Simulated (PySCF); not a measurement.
SiH2Br2, SMILES Br[SiH2]Br. The structure is a stationary point at PBE-D3(BJ)/def2-SVP.

These are PBE-D3(BJ)/def2-SVP run with PySCF 2.14.0 values and carry that method's errors.

Harmonic wavenumbers (cm⁻¹): 114, 388, 459, 528, 657, 812, 902, 2190, 2208. Rotational constants (GHz): 10.45, 0.9271, 0.8606; symmetry number 2.

**Question.** Work out the zero-point energy and the ideal-gas rigid-rotor harmonic-oscillator thermochemistry at 298.15 K and 1 atm.

**Answer.** ZPE = ½ Σ hcν = ½ × 8259 cm⁻¹ = 11.81 kcal/mol. H − E(el) = 15.27 kcal/mol. Entropy in cal/(mol K): translation 41.63, rotation 26.67, vibration 6.26, total 74.56. G − E(el) = -6.96 kcal/mol. Cp = 15.96 cal/(mol K). Modes under 150 cm⁻¹ make the vibrational entropy uncertain.
